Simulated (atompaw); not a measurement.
**Pseudopotential generation for antimony (Sb): PAW (atompaw), PBE, non-relativistic.**

antimony (Sb), PAW, made with atompaw 4.2.0.5 (PBE, non-relativistic). Core [Kr] 4d10, reference 5s2 5p1 (charge +2). Waves: 5s (bound): rc 2.10 bohr; 5s channel at -1.65 Ry: rc 2.10 bohr; 5p (bound): rc 2.10 bohr; 5p channel at -0.4 Ry: rc 2.10 bohr; 5d channel at 0.2 Ry: rc 2.10 bohr; 5d channel at 1.35 Ry: rc 2.05 bohr. Local part: bessel scheme, radius 1.90 bohr. Core correction: smooth core density matched at 2.00 bohr. Augmentation charge: sinc compensation charge, radius 1.95 bohr; PAW radius 2.10 bohr; waves and projectors: custom rrkj gramschmidtortho.

Poles of the logarithmic derivatives, all-electron (AE) and pseudo (PS). Narrow ghost or core levels that the grid stepped over were put in at their known energies. s: poles at 1.2 (AE) and 1.2 (PS) Ry. p: poles at 2.7 (AE) and 2.6 (PS) Ry. d: poles at -3.9, -3.7 (AE) and 1.6 (PS) Ry. Test radius 2.12 bohr.

- Cutoffs needed: 8 Ry and 15 Ry (the cutoffs (Ry, on a coarse ladder) from which the occupation-weighted sum of valence levels, in a spherical-Bessel basis at the reference potential, stays within 10 and 1 mRy of its value at 400 Ry)
- Ghost test: no extra level below or beside the all-electron valence levels (s, p, d, f tested) (spherical-Bessel basis up to 400 Ry, 20 bohr box)
- Lowest eigenvalue of the overlap operator: 0.39 (s channel)
- Overlap eigenvalues printed by atompaw (projector basis): 0.669, 0.928, 0.954, 2.13, 2.54, 12.7
- Share of each valence orbital outside the PAW sphere: 5s 49 %, 5p 66 %
